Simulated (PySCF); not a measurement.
**Polarisability and C₆ of Cr²⁺ (chromium, charge +2)**

[Ar] 3d4, high-spin 5D determinant. Calculation: PySCF 2.14, in aug-cc-pVQZ-DK; the spin-free X2C one-electron Hamiltonian (Gaussian nucleus). Coupled (time-dependent) response in atomic units; α is the mean over directions.

```tsv
method	mean α (bohr³)	α xx, yy, zz	C₆ (like pair)	S(−4)
BP86	4.656	4.332, 4.332, 5.304	13.99	14.95
```

S(−4) is the Cauchy moment in α(ω) = α(0) + S(−4) ω² + …

α(iu) at BP86:

```
u (hartree)  α(iu) (bohr³)
          0          4.656
     0.0500          4.619
      0.100          4.515
      0.200          4.171
      0.300          3.767
      0.500          3.062
      0.750          2.443
       1.00          2.011
       1.50          1.437
       2.00          1.074
       3.00         0.6600
       5.00         0.3201
```

A single London oscillator, α(iu) = α/(1 + u²/ω²), gives C₆ = (3/4) ω α². Matching the computed C₆ needs ω = 4 × 13.99 / (3 × 4.656²) = 0.860 hartree.

For an ion, C₆ is the dispersion term alone; charge-induced terms of lower order in 1/R come first.

The components differ because the open shell of this determinant is not spherical; for a pure term their mean is the scalar polarisability.
